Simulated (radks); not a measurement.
Question: Neutral antimony, [Kr] 4d10 5s2 5p3. Calculated with a radial shooting solver on a logarithmic mesh with Libxc functionals: non-relativistic Kohn-Sham, PBE, spin-polarised, spherical densities, point nucleus. Every spin shell is full or empty, so the densities are truly spherical. Functionals are evaluated on that one density, not self-consistently. Rank these orbital-free kinetic functionals by their error against the exact value of the orbitals, and give that value: Thomas-Fermi, von Weizsacker, TF + vW/5, APBEK, Perdew 92, Thakkar, LKT, PG1.

Answer: Exact: 6313.03 hartree. From best to worst, with 100 (|E| - |E exact|)/|E exact| (equal figures are ties): APBEK +0.13, Thakkar -0.57, Perdew 92 -0.66, TF + vW/5 +3.00, Thomas-Fermi -5.26, PG1 +14.96, LKT +19.04, von Weizsacker -58.72.
